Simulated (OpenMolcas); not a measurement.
## Ru2+: effect of the active space

```json
{
 "Program": "OpenMolcas 26.06",
 "Method": "XMS-CASPT2, IPEA 0.25 Eh, imaginary shift 0.1 Eh",
 "Basis": "ANO-RCC-VTZP",
 "Scalar Hamiltonian": "DKH2, point nucleus",
 "Spin-orbit coupling": "RASSI with atomic mean-field integrals over the reference wave functions, term energies averaged over their components"
}
```

A. 6 electrons in 5 orbitals (4d); 2S+1 = 5 even, 5 roots; 2S+1 = 3 even, 45 roots; 2S+1 = 1 even, 50 roots; closed shells correlated: 4s 4p; CASPT2 step roughly 14 core-seconds
B. 6 electrons in 6 orbitals (4d 5s); 2S+1 = 5 even, 30 roots; 2S+1 = 7 even, 1 root kept (CI in the orbitals of an earlier block); 2S+1 = 3 even, 127 roots kept (CI in the orbitals of an earlier block, 107 in the spin-orbit step); 2S+1 = 1 even, 102 roots kept (CI in the orbitals of an earlier block, 62 in the spin-orbit step); closed shells correlated: 4s 4p; CASPT2 step about 90 core-seconds
C. 6 electrons in 10 orbitals (4d 5d); 2S+1 = 5 even, 5 roots; 2S+1 = 3 even, 45 roots; 2S+1 = 1 even, 49 roots; closed shells correlated: 4s 4p; CASPT2 step roughly 21 core-minutes

Energies in cm⁻¹ above 4d⁶ ⁵D₄, the measured ground level; measured values from Moore, Atomic Energy Levels, vol. III, NSRDS-NBS 35 (1971 reprint of NBS Circular 467, 1958).

| Level | A | B | C | Measured |
| --- | --- | --- | --- | --- |
| 4d⁶ ⁵D₄ | 0.0 | 0.0 | 0.0 | 0.0 |
| 4d⁶ ⁵D₃ | 1157 | 1215 | 1106 | 1159 |
| 4d⁶ ⁵D₂ | 1844 | 1945 | 1769 | 1826 |
| 4d⁶ ⁵D₁ | 2290 | 2420 | 2200 | 2266 |
| 4d⁶ ⁵D₀ | 2510 | 2650 | 2400 | 2476 |
| 4d⁶ ³P₂(1) | 15540 | 17160 | 16780 |  |
| 4d⁶ ³H₆ | 16050 | 17610 | 17090 |  |
| 4d⁶ ³H₅ | 16310 | 17800 | 17310 |  |
| 4d⁶ ³F₃(1) | 17670 | 19240 | 18820 |  |
| 4d⁶ ³F₄(1) [51 %] | 17670 | 19310 | 18760 |  |
| 4d⁶ ³F₂(1) | 18120 | 19740 | 19340 |  |
| 4d⁶ ³P₁(1) | 18830 | 20600 | 20070 |  |
| 4d⁶ ³P₀(1) | 19440 | 21370 | 20820 |  |
| 4d⁶ ³G₅ | 19610 | 21070 | 20640 |  |
| 4d⁶ ³G₄ | 20560 | 22090 | 21620 |  |
| 4d⁶ ³G₃ | 20830 | 22330 | 21860 |  |
| 4d⁶ ³D₂ | 23300 | 24560 | 24410 |  |
| 4d⁶ ³D₁ | 23490 | 24710 | 24570 |  |
| 4d⁶ ³D₃ | 23660 | 24870 | 24780 |  |
| 4d⁶ ¹I₆ | 23960 | 26730 | 25750 |  |
| 4d⁶ ¹G₄(1) | 24860 | 27860 | 26650 |  |
| 4d⁶ ¹D₂(1) | 28730 | 31450 | 30570 |  |
| 4d⁶ ¹F₃ | 32080 | 34450 | 34020 |  |
| 4d⁶ ³P₀(2) | 36660 | 38340 | 38320 |  |

Deviations, from unrounded energies. A percentage is the sum of absolute deviations over the sum of measured energies, with the sign that they share, or ± where signs differ.

```
                  Against measurement  Levels     A     B     C
       mean absolute deviation (cm-1)       4    19   130    63
fine structure of the ground term (%)       4  ±1.0  +6.5  -3.2
```

A lies closest to measurement on these levels and B furthest from it. The largest miss of A in the table is 4d⁶ ⁵D₀, by +32 cm-1. The ranking rests on the paired levels alone, and a cruder setting can come out closer through cancelling errors.

The spin-orbit steps hold different terms of 4d⁶ (B lacks a ¹S; C lacks a ¹S), which shifts levels as well.

The two smallest mean deviations differ by little beside CASPT2's spread within terms, so their order carries little weight.

Among A to C the level of the table that moves most is 4d⁶ ¹G₄(1), by 3000 cm-1 (lowest in A, highest in B). Moves below CASPT2's spread within the term are not significant.

Term energies are means over components that CASPT2 splits; among the terms shown or strongly mixed into the levels shown the widest spread is 2800 cm-1 (4d⁶ ¹I, B). The CASPT2 spread within a term exceeds the gap to the next term for 4d⁶ ³H and 4d⁶ ³P(1), 4d⁶ ³P(1) and 4d⁶ ³F(1), 4d⁶ ³D and 4d⁶ ¹I and others, so the order of their levels is uncertain, and so are names and mixing where such terms share a J (figures for A; the like holds for B, C). Levels of configurations with an s electron are missing; early in the row they begin among the upper levels of the d shell and mix with terms of their name (holds for A). Some high roots are left out of the spin-orbit mixing, which shifts the levels that they would mix with (holds for B). Terms from blocks run as CI alone lack orbitals of their own (holds for B). Active for correlation alone: 5d; no level in the range computed is led by a configuration that fills it, so any true level of that kind is missing (holds for C). Computed and measured levels are paired by configuration, term and J; levels that our copy of the source lacks, or whose pairing is in doubt (as where it misses far off the trend of its configuration), stay unpaired and out of the deviations. Only configurations of the active space appear. Levels that lie high or do not pair safely by name in every column are left out.

A share in square brackets marks a mixed level and gives the weight of the term that names it, the lowest over the columns. A number in round brackets counts repeated terms of one configuration in the order of the reference energies.
